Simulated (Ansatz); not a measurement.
**Worked example: CH2FI + C5H7F → CH3I + C5H6F2**

Gas-phase species: CH2FI (fluoroiodomethane) `FCI`, singlet; C5H7F `FC1=CCCC1`, singlet; CH3I (methyl iodide) `CI`, singlet; C5H6F2 `FC1=CCCC1F`, singlet. The partners trade F for H; both sit on C, so the bond types are kept.

Shapes, held fixed at every level: PBE0-D4/def2-TZVP. Flexible molecules stand in one conformer, not always the lowest. Programs: Ansatz 0.2.0. The zero-point and thermal change to 298 K, harmonic and unscaled (PBE0-D4/def2-TZVP), is -1.7 kJ/mol.

At CCSD(T)/def2-TZVPP; 1 Eh = 2625.50 kJ/mol:

```
species  energy (Eh)
  CH2FI  -436.101620
  C5H7F  -294.099640
   CH3I  -336.975382
 C5H6F2  -393.235934
```

Work out ΔH(298 K) of the reaction at this level.


1. Products less reactants: (-336.975382) + (-393.235934) − [(-436.101620) + (-294.099640)] = -0.010056 Eh = -26.4 kJ/mol.
2. With the thermal change: -26.4 + (-1.7) = -28.1 kJ/mol.

Other levels give -33.2 (HF/def2-SVP) to -22.5 kJ/mol (PBE-D4/def2-TZVPP). No measured value is set beside it here. For atoms past krypton def2 sets carry core potentials with scalar relativity. Outer-core shells of I are correlated, in sets that cover them unevenly.
